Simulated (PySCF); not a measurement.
# Radial density of Te³²⁺ (tellurium, charge +32)

M06-2X, [Ar] 3d2, high-spin 3F determinant. All numbers are calculated (PySCF 2.14, the spin-free X2C one-electron Hamiltonian (Gaussian nucleus), in an uncontracted even-tempered set (18 s from 5 bohr⁻², ratio 2.5; 12 p from 6.5 bohr⁻², ratio 2.5; 8 d from 6.5 bohr⁻², ratio 2.5; 4 f from 23 bohr⁻², ratio 2.7; 3 g from 34 bohr⁻², ratio 2.7)).

```tsv
r (bohr)	4πr²ρ (e/bohr)	4πr²(ρα − ρβ)
0.0256	64.44	0.0047
0.0431	59.85	0.0834
0.0724	81.62	0.7732
0.122	59.97	3.9446
0.205	39.08	8.3279
0.345	30.31	4.2650
0.580	1.640	0.2062
0.975	0.002771	0.0005
```

Densities and radii are taken from the X2C orbitals without a picture-change correction, which distorts them close to the nucleus.

Spin-orbit coupling, absent here, splits the open shell strongly.
